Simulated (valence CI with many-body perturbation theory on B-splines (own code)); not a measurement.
**How close is CI+MBPT for Mo II?**

Calculated by relativistic CI+MBPT: five valence electrons over a frozen Dirac-Fock core [Kr], a basis of 7 s, 7 p, 8 d, 6 f, 4 g, 1 h functions for each j, with the one-electron correlation potential Σ1 (screened to all orders), the two-electron term Σ2, the three-electron term Σ3, Breit, model QED; selected single and double excitations, second order for the rest, scaled by the run's own slope (own B-spline code, finite nucleus).

Set against measurement, 26 paired levels are off by 1214 cm⁻¹ on average, the worst by 1714. These come from a selection out of the NIST Handbook of Basic Atomic Spectroscopic Data. Levels without a partner in it may be off by more, other configurations by 1,000 to 4,000 cm⁻¹. Among the levels kept, up to 3100 cm⁻¹ of a level comes from second order outside the variational space, and about a tenth of that is noise between levels of different J, which matters for small intervals.

Measured levels: NIST Handbook of Basic Atomic Spectroscopic Data (Sansonetti and Martin, J. Phys. Chem. Ref. Data 34, 1559 (2005)). Pairs share parity and J, and are chosen by configuration, term and nearness in energy; levels without a clear partner are left out. Energies in cm⁻¹ above the measured ground level.

Names give the largest LS component (configuration and term), which can be under half, so a name can repeat, a term be missing and a line seem to break the LS rules; names also repeat where a configuration has a term twice. Letters in brackets count levels of one name in rising energy.

| Computed label | Label in the source | Measured | Computed | Difference |
| --- | --- | --- | --- | --- |
| 4d5 6S_5/2 | 4d5 a 6S | 0 | 0.0 | 0 |
| 4d4 5s 6D_1/2 | 4d4(5D) 5s a 6D | 11783.4 | 11011.3 | -772 |
| 4d4 5s 6D_3/2 | 4d4(5D) 5s a 6D | 12034.1 | 11273.7 | -760 |
| 4d4 5s 6D_5/2 | 4d4(5D) 5s a 6D | 12417.3 | 11665.4 | -752 |
| 4d4 5s 6D_7/2 | 4d4(5D) 5s a 6D | 12900.3 | 12136.3 | -764 |
| 4d4 5s 6D_9/2 | 4d4(5D) 5s a 6D | 13460.7 | 12679.7 | -781 |
| 4d5 4G_5/2 | 4d5 a 4G | 15199.2 | 15300.1 | +101 |
| 4d5 4G_7/2 | 4d5 a 4G | 15330.6 | 15439.3 | +109 |
| 4d5 4G_9/2 | 4d5 a 4G | 15427.7 | 15525.1 | +97 |
| 4d5 4G_11/2 | 4d5 a 4G | 15447.0 | 15543.3 | +96 |
| 4d4 5p 6F°_1/2 | 4d4(5D) 5p z 6F° | 45853.1 | 44226.1 | -1627 |
| 4d4 5p 6F°_3/2 | 4d4(5D) 5p z 6F° | 46148.1 | 44541.5 | -1607 |
| 4d4 5p 6F°_5/2 | 4d4(5D) 5p z 6F° | 46614.1 | 45009.9 | -1604 |
| 4d4 5p 4P°_1/2 [a] | 4d4(5D) 5p z 4P° | 47208.4 | 45576.8 | -1632 |
| 4d4 5p 6F°_7/2 | 4d4(5D) 5p z 6F° | 47232.0 | 45604.8 | -1627 |
| 4d4 5p 6F°_9/2 | 4d4(5D) 5p z 6F° | 47999.5 | 46352.7 | -1647 |
| 4d4 5p 4P°_3/2 [a] | 4d4(5D) 5p z 4P° | 48022.4 | 46405.0 | -1617 |
| 4d4 5p 6P°_5/2 | 4d4(5D) 5p z 4P° | 48860.6 | 47238.4 | -1622 |
| 4d4 5p 6F°_11/2 | 4d4(5D) 5p z 6F° | 48959.7 | 47246.1 | -1714 |
| 4d4 5p 6P°_3/2 | 4d4(5D) 5p z 6P° | 49040.8 | 47358.7 | -1682 |
| 4d4 5p 6P°_7/2 | 4d4(5D) 5p z 6P° | 49481.0 | 47840.3 | -1641 |
| 4d4 5p 6D°_5/2 | 4d4(5D) 5p z 6P° | 49608.7 | 47970.0 | -1639 |
| 4d4 5p 4G°_7/2 [b] | 4d4(3H) 5p y 4G° | 62917.9 | 61416.2 | -1502 |
| 4d4 5p 4G°_9/2 [b] | 4d4(3H) 5p y 4G° | 62953.8 | 61403.3 | -1550 |
| 4d4 5p 4G°_5/2 [b] | 4d4(3H) 5p y 4G° | 63041.5 | 61527.2 | -1514 |
| 4d4 5p 4H°_7/2 [b] | 4d4(a 3F) 5p y 4F° | 63104.6 | 61645.6 | -1459 |
| 4d4 5p 4G°_11/2 [b] | 4d4(3H) 5p y 4G° | 63207.4 | 61562.3 | -1645 |

Over 26 excited levels the mean absolute difference is 1214 cm⁻¹, the median 1577 and the largest 1714. The comparison draws on a selection of the measured levels: 27 of the 200 computed ones have a partner in it, and others may be off by more.

Rates against NIST Handbook of Basic Atomic Spectroscopic Data (Sansonetti and Martin, J. Phys. Chem. Ref. Data 34, 1559 (2005)):

```csv
"λ vac, measured (nm)",Upper,Lower,A computed (s⁻¹),A tabulated (s⁻¹)
201.58,4d4 5p 6D°_5/2,4d5 6S_5/2,9.14e+07,8.80e+07
202.10,4d4 5p 6P°_7/2,4d5 6S_5/2,2.42e+08,2.15e+08
203.91,4d4 5p 6P°_3/2,4d5 6S_5/2,2.19e+08,1.84e+08
204.66,4d4 5p 6P°_5/2,4d5 6S_5/2,1.52e+08,1.18e+08
208.24,4d4 5p 4P°_3/2 [a],4d5 6S_5/2,2.82e+07,2.00e+07
277.62,4d4 5p 6P°_7/2,4d4 5s 6D_9/2,1.99e+08,2.26e+08
281.70,4d4 5p 6F°_11/2,4d4 5s 6D_9/2,2.26e+08,2.33e+08
284.91,4d4 5p 6F°_9/2,4d4 5s 6D_7/2,1.64e+08,1.66e+08
287.23,4d4 5p 6F°_7/2,4d4 5s 6D_5/2,1.25e+08,1.15e+08
```
